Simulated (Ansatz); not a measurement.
Reaction (ligand exchange at a Ti–Se bond): `C[Se][Ti]([Cl])([Cl])[Cl]` + HCl → titanium tetrachloride + `C[SeH]`

Isolated molecules relaxed with PBE0-D4/def2-TZVP in Ansatz; ΔE leaves out vibrations. CCSD(T)/CBS is the MP2 limit (def2-TZVPP, def2-QZVPP) plus CCSD(T) − MP2 in def2-TZVPP, frozen cores. This one scheme is used for every species. DFT in def2-TZVPP. For Se, Ti outer-core shells are correlated without core-valence functions, which leaves a few kJ/mol of doubt a bond. Scalar relativity is left out up to krypton. One conformer a species, not always the lowest.

CCSD(T)/CBS gives -0.31 eV.

(1) Another level gave -0.36 eV. Which?
A. CAM-B3LYP/def2-TZVPP
B. PBE-D4/def2-TZVPP
C. r2SCAN-D4/def2-TZVPP
D. revPBE/def2-TZVPP

Largest T1 diagnostic among the species: 0.025, so the coupled-cluster value is less sure than usual.

Results:

(1) B. PBE-D4 -0.36, CAM-B3LYP -0.53, revPBE -0.46, r2SCAN-D4 -0.41 eV.

In def2-TZVPP, CCSD(T) changes the Hartree–Fock value by +0.32 eV (the triples alone add +0.07 eV) and MP2 by +0.43 eV. From BLYP to BHLYP (50 % exact exchange), in def2-TZVPP and without D4, ΔE moves by −0.03 eV.
